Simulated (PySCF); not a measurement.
C2H8O2Si2, SMILES O[Si@H]1C[SiH2]CO1. Coordinates come from a PBE0-D3(BJ)/def2-SVP optimisation. The structure was generated by enumeration; whether it is a known compound was not checked. One conformer was computed; it need not be the lowest.

Computed equilibrium geometry at PBE0-D3(BJ)/def2-SVP (PySCF confirms it by a frequency run) as a Z-matrix (one conformer of several):
```
C
H 1 1.1001
H 1 1.1035 2 107.80
Si 1 1.8825 2 112.60 3 -120.64
O 4 1.6568 1 114.81 2 -19.75
H 5 0.9617 4 116.87 1 -68.75
O 4 1.6758 5 110.11 6 45.88
C 7 1.4178 4 120.99 5 -126.95
H 8 1.1028 7 109.07 4 144.48
H 8 1.1066 9 106.40 7 -119.10
H 4 1.4831 5 104.42 6 165.45
Si 1 1.8836 2 114.33 3 122.52
H 12 1.4947 1 115.37 2 -92.32
H 12 1.4973 13 108.91 8 122.87
```
